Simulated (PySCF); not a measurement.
Computed IR spectrum (relative IR intensity) of a molecule C2H7ClFNSi. The structure is a stationary point at PBE0-D3(BJ)/def2-SVP. Other conformers were not sampled. Computed with PBE0-D3(BJ)/def2-SVP (PySCF 2.14.0). Frequencies are harmonic and unscaled.

Lines under 2 % of the strongest are left out, and lines within 2 cm⁻¹ are merged.

| ν (cm⁻¹) | relative intensity |
|---|---|
| 146 | 5.5 |
| 176 | 2.8 |
| 235 | 5.3 |
| 270 | 2.2 |
| 288 | 14 |
| 299 | 19 |
| 361 | 47 |
| 386 | 66 |
| 522 | 34 |
| 679 | 21 |
| 693 | 15 |
| 828 | 95 |
| 864 | 100 |
| 934 | 80 |
| 972 | 16 |
| 987 | 27 |
| 1067 | 10 |
| 1244 | 2.7 |
| 1273 | 6.2 |
| 1423 | 5.9 |
| 1473 | 4.9 |
| 1478 | 5.2 |
| 1533 | 48 |
| 3055 | 8.7 |
| 3058 | 13 |
| 3152 | 10 |
| 3155 | 8.5 |
| 3619 | 32 |
| 3722 | 33 |

Problem. Pick the molecule that these values belong to.
(A) C[C@H](N)[Si@@H](F)Cl
(B) CC[Si@](N)(F)Cl
(C) C[Si@](F)(Cl)CN
(D) CN[Si@H](Cl)CF

Solution. B, CC[Si@](N)(F)Cl
